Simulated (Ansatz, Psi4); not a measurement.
Molecule: C$_{3}$H$_{6}$O$_{2}$, net charge 0, singlet state. SMILES: COC(C)=O
Geometry from a B3LYP-D3(BJ)/def2-TZVP (Ansatz, a first-principles code) optimisation:
```
C
O 1 1.2040
O 1 1.3493 2 123.34
C 3 1.4355 1 115.70 2 0.02
H 4 1.0864 3 105.63 1 -180.00
H 4 1.0894 5 110.63 3 -119.58
H 4 1.0894 5 110.63 6 -120.84
C 1 1.5038 2 125.65 3 179.96
H 8 1.0861 1 109.50 2 0.46
H 8 1.0907 9 110.06 1 -120.98
H 8 1.0908 9 110.01 10 -118.15
```

Wanted: vertical triplet-singlet gap, E(triplet) - E(singlet), in eV. Conventions: 6-311+G** with 5d; 6-31G* and kin with 6d, 5d where marked; UHF or UKS for open shells; non-relativistic; frozen cores in correlated levels; no dispersion term unless named; spin-orbit terms left out; each state is the SCF solution reached for its charge and spin. Ab initio and DFT rows: single points at B3LYP-D3(BJ) geometries (Ansatz). Levels can end on unlike triplets.

```tsv
level	program	vertical triplet-singlet gap, E(triplet) - E(singlet) (eV)
HF/6-31G*	Ansatz	4.58
PBE/6-31G*	Ansatz	5.44
PBE/6-311+G**	Ansatz	5.42
B3LYP/3-21G	Ansatz	5.33
B3LYP/6-31G*	Ansatz	5.40
B3LYP/6-311+G**	Ansatz	5.39
wB97X-D/6-31G*	Psi4	6.34
MP2/6-31G*	Ansatz	6.20
MP2/6-311+G**	Ansatz	6.13
B3LYP/def2-TZVPD	Ansatz	5.37
PBE0/def2-TZVPD	Ansatz	5.31
```

No value to compare with is used here. The 9 habitual levels span 4.58 (HF/6-31G*) to 6.34 eV (wB97X-D/6-31G*); B3LYP/def2-TZVPD gives 5.37.

The levels are drawn from those run, B3LYP/6-31G* more often than the rest, none by its result; left out are runs that failed, that the program found above a lower state of the same kind, or whose <S^2> lies over 0.5 above the pure value.
